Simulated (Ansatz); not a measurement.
Consider the formal exchange of groups at a C–N bond: `C[NH][Ga]([SH])[Cl]` + `CCCC(C)C` → `CCC(C)C(C)C` + `[NH2][Ga]([SH])[Cl]`.

Computed with Ansatz on PBE0-D4/def2-TZVP structures; ΔE is electronic, products minus reactants. CBS: MP2 limit from def2 TZ/QZ plus the TZ coupled-cluster correction, frozen cores. DFT in def2-TZVPP. B3LYP here is the variant with VWN-RPA as its local correlation; programs differ in this. For Ga outer-core shells are correlated without core-valence functions, which leaves a few kJ/mol of doubt a bond. Scalar relativity is left out up to krypton. One conformer a species, not always the lowest.

`C[NH][Ga]([SH])[Cl]`:

Z-matrix (Å, degrees):
```
C
N 1 1.443
H 1 1.096 2 112.2
H 1 1.093 2 110.3 3 119.1
H 1 1.096 2 112.2 3 -121.8
Ga 2 1.801 1 128.4 3 -119.6
H 2 1.007 1 114.3 3 60.7
Cl 6 2.138 2 116.8 1 -180.0
S 6 2.187 2 125.6 1 0.1
H 9 1.344 6 93.5 2 -0.2
```

`CCCC(C)C`:

```xyz
20

C    -2.303   -0.254    0.549
C    -1.309    0.891    0.667
C    -0.202    0.860   -0.379
C     0.685   -0.383   -0.382
C     1.703   -0.295   -1.510
C     1.383   -0.595    0.954
H    -3.120   -0.144    1.266
H    -1.832   -1.222    0.737
H    -2.742   -0.291   -0.452
H    -0.873    0.896    1.672
H    -1.844    1.841    0.573
H     0.440    1.740   -0.245
H    -0.654    0.965   -1.373
H     0.050   -1.257   -0.576
H     2.321   -1.196   -1.560
H     1.214   -0.168   -2.479
H     2.372    0.559   -1.361
H     2.039   -1.469    0.918
H     0.673   -0.750    1.769
H     1.999    0.273    1.209
```

`CCC(C)C(C)C`:

Z-matrix (Å, degrees):
```
C
C 1 1.520
H 1 1.092 2 112.0
H 1 1.093 2 111.1 3 120.0
H 1 1.094 2 111.0 3 -120.3
C 2 1.528 1 113.9 3 62.8
H 2 1.096 1 109.3 3 -59.7
H 2 1.094 1 108.6 3 -175.1
C 6 1.540 2 113.2 1 165.8
C 6 1.523 2 111.5 1 -67.8
H 6 1.099 2 107.1 1 49.3
C 9 1.523 6 112.1 2 -69.3
C 9 1.523 6 113.5 2 56.7
H 9 1.098 6 105.9 2 174.3
H 10 1.093 6 111.0 2 -179.6
H 10 1.094 6 111.4 2 -59.5
H 10 1.092 6 111.7 2 60.5
H 12 1.094 9 111.3 6 -53.2
H 12 1.094 9 111.7 6 67.4
H 12 1.093 9 110.8 6 -173.2
H 13 1.094 9 111.3 6 -66.8
H 13 1.092 9 112.2 6 54.2
H 13 1.093 9 110.5 6 174.1
```

`[NH2][Ga]([SH])[Cl]`:

```xyz
7

N    -1.105    1.051    0.115
Ga    0.271   -0.108    0.120
S     0.363   -1.870   -1.171
Cl    1.858    0.250    1.511
H    -1.085    1.903    0.648
H    -1.844    1.032   -0.567
H     1.542   -2.257   -0.656
```

```csv
level,ΔE (kcal/mol),difference from CCSD(T)/CBS
PBE-D4,-8.4,1.6
r2SCAN-D4,-9.3,0.7
PBE0-D4,-9.0,1.0
B3LYP-D4,-8.2,1.8
ωB97X-V,-9.3,0.7
ωB97M-V,-9.9,0.1
B2PLYP,-8.4,1.6
PBE,-7.7,2.3
r2SCAN,-9.1,0.9
PBE0,-8.4,1.6
B3LYP,-7.1,2.9
HF/def2-TZVPP,-7.1,2.9
MP2/def2-TZVPP,-10.6,-0.6
SCS-MP2/def2-TZVPP,-9.5,0.5
CCSD/def2-TZVPP,-9.4,0.6
CCSD(T)/def2-TZVPP,-9.7,0.3
HF/def2-QZVPP,-7.0,3.0
MP2/def2-QZVPP,-10.7,-0.7
SCS-MP2/def2-QZVPP,-9.6,0.4
HF/CBS(def2),-7.0,3.0
MP2/CBS(def2),-10.9,-0.9
CCSD/CBS(def2),-9.7,0.3
CCSD(T)/CBS,-10.0,0
```

Largest T1 diagnostic among the species: 0.012.

In def2-TZVPP, CCSD(T) changes the Hartree–Fock value by −2.6 kcal/mol (the triples alone add −0.3 kcal/mol) and MP2 by −3.5 kcal/mol. The D4 term adds −1.1 kcal/mol with B3LYP and −0.6 kcal/mol with PBE0; it sums over pairs of atoms, weighted by their polarisabilities, and B3LYP, whose exchange is more repulsive, gets the larger term.
